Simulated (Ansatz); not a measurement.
Geometry optimisation, RKS BLYP-D4/def2-SVP (Ansatz).

Input file:

```yaml
crystal:
  periodic: [false, false, false]
  atoms:
    - { symbol: Ge, position_ang: [-0.096594, -0.188304, -0.078436] }
    - { symbol: H, position_ang: [0.024424, -0.173355, 1.46946] }
    - { symbol: Cl, position_ang: [1.926469, -0.394582, -0.896954] }
    - { symbol: H, position_ang: [-0.718886, 1.126083, -0.597191] }
    - { symbol: H, position_ang: [-0.904354, -1.435314, -0.526511] }
    - { symbol: Br, position_ang: [1.413969, 2.664382, 1.534573] }
    - { symbol: H, position_ang: [0.935372, 1.33709, 2.066959] }
basis:
  gaussian: { orbitals: def2-SVP }
hamiltonian:
  xc: blyp
  dispersion: d4
relax:
  f_tol: 0.03
  max_steps: 50
```

Launched with:

```bash
$ ansatz run input.yaml --threads 2 --pin off --max-ram 3072MiB --backend cpu --events-out ev --progress --plain --runs-dir out
```

Problem. Where does it end, and by what steps?

Solution. The forces met the threshold. The force dipped under the threshold on the way, but the program's further checks kept it going. After 18 steps the energy has fallen by 0.275 eV; H7 moved furthest, 1.28 Å.

```csv
step,energy less start (eV),largest force component (eV/Å),accepted
0,0.0000,1.157,yes
1,-0.0924,0.308,yes
2,-0.1005,0.125,yes
3,-0.0934,0.469,no
4,-0.1040,0.029,yes
5,-0.1052,0.057,yes
6,-0.1085,0.037,yes
7,-0.1101,0.296,yes
8,-0.1139,0.152,yes
9,-0.1263,0.065,yes
10,-0.1379,0.427,yes
11,-0.1596,0.147,yes
12,-0.1782,0.090,yes
13,-0.2005,0.545,yes
14,-0.2248,0.679,yes
15,-0.2631,0.192,yes
16,-0.2746,0.025,yes
17,-0.2741,0.051,no
18,-0.2753,0.011,yes
```

```xyz
7
Properties=species:S:1:pos:R:3
Ge -0.300 -0.290 -0.053
H -0.687 -0.429 1.437
Cl 1.921 -0.266 -0.131
H -0.785 1.038 -0.679
H -0.731 -1.523 -0.887
Br 1.296 2.743 2.038
H 1.866 1.664 1.247
```

Time of the run: 32 s on 2 threads of Arm Neoverse V1, with other jobs on the host, peak memory 0.14 GiB.
